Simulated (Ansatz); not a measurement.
C₂H₆AuClS, charge -1, doublet, at the geometry of the source list (the multiplicity is a formal guess) (core potentials on Au) (a gas-phase anion, which may not be bound at this level); PBE0/def2-SV(P) in Ansatz (an electronic-structure program).

Here is a job for Ansatz.
Ansatz 0.2 input:
```yaml
crystal:
  periodic: [false, false, false]
  atoms:
    - {symbol: Au, position_ang: [1.61860000, -1.58070000, 0.01030000]}
    - {symbol: Cl, position_ang: [3.69980000, -2.33190000, 0.39400000]}
    - {symbol: C, position_ang: [-0.21670000, 0.79500000, -1.33070000]}
    - {symbol: S, position_ang: [-0.54120000, -0.71430000, -0.36290000]}
    - {symbol: C, position_ang: [-0.95800000, 0.05260000, 1.23660000]}
    - {symbol: H, position_ang: [0.54380000, 1.39440000, -0.84120000]}
    - {symbol: H, position_ang: [-1.14600000, 1.34890000, -1.42720000]}
    - {symbol: H, position_ang: [0.13020000, 0.47760000, -2.30840000]}
    - {symbol: H, position_ang: [-0.14980000, 0.69980000, 1.56060000]}
    - {symbol: H, position_ang: [-1.09920000, -0.75350000, 1.94880000]}
    - {symbol: H, position_ang: [-1.88160000, 0.61220000, 1.12010000]}
basis:
  gaussian:
    orbitals: def2-SV_P_.json
hamiltonian:
  xc: pbe0
total_charge: -1
magnetization: {spin_polarized: true, initial_magnetization: 1}
```
The basis file holds def2-SV(P) in the JSON format of the Basis Set Exchange.

Output, abridged:

```
Functional definition: PBE0
1138 factors; integrals over basis functions are off by at most 8.9e-4 eV
mean field evaluation 1: about -29199.1629 eV, gradient 2.9e1 eV
mean field evaluation 2: about -29196.1372 eV, gradient 3.8e1 eV
mean field evaluation 4: about -29203.5706 eV, gradient 2.6e0 eV
mean field evaluation 8: about -29203.9685 eV, gradient 3.8e-1 eV
mean field evaluation 16: about -29203.9735 eV, gradient 2.0e-2 eV
mean field evaluation 32: about -29204.0393 eV, gradient 3.4e-1 eV
mean field evaluation 64: about -29204.0300 eV, gradient 1.7e-1 eV
mean field -29204.07006519 eV, -1073.2297796661 hartree, gradient 9.9e-6 eV, S^2 0.752300; 7 other end points of the search recorded, 0 dependent functions left out
reference -29204.07010243 eV, -1073.2297810345 hartree; 36, 35 occupied and 65, 66 virtual orbitals, 1138 factors
Total energy: -29204.07010243 eV, -1073.2297810345 hartree
```
